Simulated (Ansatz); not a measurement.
Geometry optimisation, RKS revPBE/def2-SVP in Ansatz.

input.yaml

```yaml
crystal:
  periodic: [false, false, false]
  atoms:
    - { symbol: C, position_ang: [-1.5012, -0.8341, 0.1921] }
    - { symbol: Si, position_ang: [0.1221, -0.0631, 0.5598] }
    - { symbol: C, position_ang: [1.4109, -1.0153, -0.365] }
    - { symbol: Al, position_ang: [0.2417, 2.2025, -0.1419] }
    - { symbol: Cl, position_ang: [-1.6205, 3.0727, -1.1001] }
    - { symbol: H, position_ang: [-2.3322, -0.2021, 0.7194] }
    - { symbol: H, position_ang: [-1.5469, -1.8472, 0.5094] }
    - { symbol: H, position_ang: [-1.6995, -0.7152, -0.9182] }
    - { symbol: H, position_ang: [1.46534, 1.40632, 0.34841] }
    - { symbol: H, position_ang: [1.2546, -0.9601, -1.419] }
    - { symbol: H, position_ang: [1.4124, -2.0765, -0.004] }
    - { symbol: H, position_ang: [2.4578, -0.5724, -0.1102] }
    - { symbol: H, position_ang: [1.4401, 3.0928, 0.0433] }
basis:
  gaussian: { orbitals: def2-SVP }
hamiltonian:
  xc: revpbe
relax:
  f_tol: 0.02
  max_steps: 50
```

Launched with:

```bash
$ ansatz run input.yaml --threads 2 --pin off --max-ram 3072MiB --backend cpu --events-out ev --progress --plain --runs-dir out
```

Question: Where does it end, and by what steps?

Answer: It converged. The force dipped under the threshold on the way, but the program's further checks kept it going. After 24 steps the energy has fallen by 5.022 eV; H9 moved furthest, 2.96 Å. Parted: Al4–H9 (1.54 → 3.24 Å). Joined: Si2–H9 (2.00 → 1.52 Å).

| step | energy less start (eV) | largest force component (eV/Å) | accepted |
| --- | --- | --- | --- |
| 0 | 0.0000 | 2.803 | yes |
| 1 | -1.3716 | 1.699 | yes |
| 2 | -2.1624 | 1.316 | yes |
| 3 | -2.6708 | 1.072 | yes |
| 4 | -3.0629 | 0.941 | yes |
| 5 | -3.3737 | 0.758 | yes |
| 6 | -3.6361 | 0.596 | yes |
| 7 | -3.8985 | 0.468 | yes |
| 8 | -4.1162 | 0.386 | yes |
| 9 | -4.2882 | 0.300 | yes |
| 10 | -4.4097 | 0.473 | yes |
| 11 | -4.4907 | 0.485 | yes |
| 12 | -4.5984 | 0.615 | yes |
| 13 | -4.6961 | 0.436 | yes |
| 14 | -4.7686 | 0.534 | yes |
| 15 | -4.8599 | 0.222 | yes |
| 16 | -4.9309 | 0.250 | yes |
| 17 | -4.9492 | 0.530 | yes |
| 18 | -4.9941 | 0.204 | yes |
| 19 | -5.0096 | 0.151 | yes |
| 20 | -5.0085 | 0.362 | no |
| 21 | -5.0181 | 0.020 | yes |
| 22 | -5.0197 | 0.168 | yes |
| 23 | -5.0212 | 0.049 | yes |
| 24 | -5.0218 | 0.013 | yes |

```xyz
13
Properties=species:S:1:pos:R:3
C -1.520 -0.707 -0.213
Si 0.143 0.142 -0.624
C 1.621 -0.989 -0.178
Al 0.320 2.375 0.434
Cl -1.495 3.455 0.820
H -2.373 -0.048 -0.472
H -1.592 -0.947 0.868
H -1.627 -1.653 -0.784
H 0.187 0.388 -2.122
H 1.546 -1.955 -0.721
H 1.649 -1.211 0.909
H 2.587 -0.517 -0.455
H 1.658 3.156 0.854
```

Whether the end is a true minimum wasn't checked by a vibrational analysis.

Run time: 76 s on 2 threads of Arm Neoverse V2 (shared host), peak memory 0.16 GiB.
